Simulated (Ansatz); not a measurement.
## Which method gave which barrier?

Saddle point of Si$_{2}$H$_{6}$Cl$_{2}$O, closed shell (SiH₂Cl₂ ([Cl][SiH2][Cl]) + SiH₄O ([OH][SiH3]) → Si₂H₄Cl₂O ([SiH3][O][SiH]([Cl])[Cl]) + H₂; bonds formed: Si1–O7, H2–H6; bonds broken: Si1–H2, H6–O7), PBE0-D4/def2-TZVP structure:

```
11
angstrom
Si -0.3414 -1.2262 -0.6634
H 1.2505 -1.6006 -0.3566
Cl 0.0459 -1.3953 -2.6865
Cl -0.8967 -2.9389 0.3516
H -1.6612 -0.5586 -0.7313
H 1.2125 -0.5937 0.1246
O 0.3834 0.1709 0.2565
Si 0.0657 1.7274 0.8158
H 0.9788 2.6590 0.1175
H -1.3501 2.0100 0.4975
H 0.3125 1.7460 2.2743
```

Computed with Ansatz 0.2.0 (basis: def2-TZVPP, with def2-QZVPP for the basis limit); correlated methods freeze the cores. Extrapolation: Hartree–Fock as exp(−7.88 √X), correlation as X^−2.97. Four methods, as single points on the PBE0-D4 structures, gave these electronic barriers from the start structure: 123.3, 137.4, 147.0, 214.6 kJ/mol.

Task: The methods were, in alphabetical order, HF, MP2, PBE-D4, PBE0-D4. Which gave which? (A judgement: the text doesn't fix the answer.)

Result: The calculation gives: PBE-D4 123.3; PBE0-D4 137.4; MP2 147.0; HF 214.6 kJ/mol. For comparison, CCSD(T) at an estimated basis limit (MP2 extrapolated from triple and quadruple zeta, plus CCSD(T) − MP2 in triple zeta) gives 152.9 kJ/mol.

The T1 diagnostic stays at or below 0.011.

Labels in which every atom is bracketed show which atoms are joined, not bond orders.

For scale, one of the runs: CCSD(T)/def2-TZVPP, 283 basis functions (an equivalent command: `ansatz run in.yaml --threads 8`). Time: 2.7 min of wall clock on 8 CPU threads; the host was shared. Peak host memory: 7.5 GiB.
